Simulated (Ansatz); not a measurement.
Si₂Au₂⁺. Total charge 1; doublet. Geometry r2SCAN-D4/def2-SVP, that of the neutral singlet.

Cartesian coordinates in Å:
```
Au 1.420 -1.065 0.026
Au -1.727 -0.333 -0.244
Si 0.289 0.851 -1.056
Si 0.018 0.548 1.273
```

In the def2 sets Au takes a core potential; there is no spin–orbit coupling. The structure comes from a short search, and lower isomers may exist.

Question: Estimate the α-spin orbital energies around the gap (eV) in Ansatz with PBE-D4/def2-TZVP, r2SCAN-D4/def2-TZVP, PBE0-D4/def2-TZVP.

Answer: 
| orbital | PBE-D4/def2-TZVP | r2SCAN-D4/def2-TZVP | PBE0-D4/def2-TZVP |
| --- | --- | --- | --- |
| HOMO−5 | -12.98 | -13.27 | -14.47 |
| HOMO−4 | -12.84 | -13.14 | -14.34 |
| HOMO−3 | -12.62 | -12.83 | -13.76 |
| HOMO−2 | -11.59 | -11.74 | -12.45 |
| HOMO−1 | -11.56 | -11.69 | -12.29 |
| HOMO | -10.42 | -10.65 | -11.38 |
| LUMO | -8.02 | -7.83 | -7.21 |
| LUMO+1 | -7.99 | -7.81 | -7.15 |
| LUMO+2 | -7.93 | -7.77 | -7.13 |
| LUMO+3 | -7.78 | -7.56 | -6.87 |
| LUMO+4 | -5.33 | -5.03 | -4.66 |
| LUMO+5 | -5.07 | -4.75 | -4.18 |
| β HOMO | -11.47 | -11.58 | -12.14 |
| β LUMO | -9.46 | -9.20 | -8.58 |
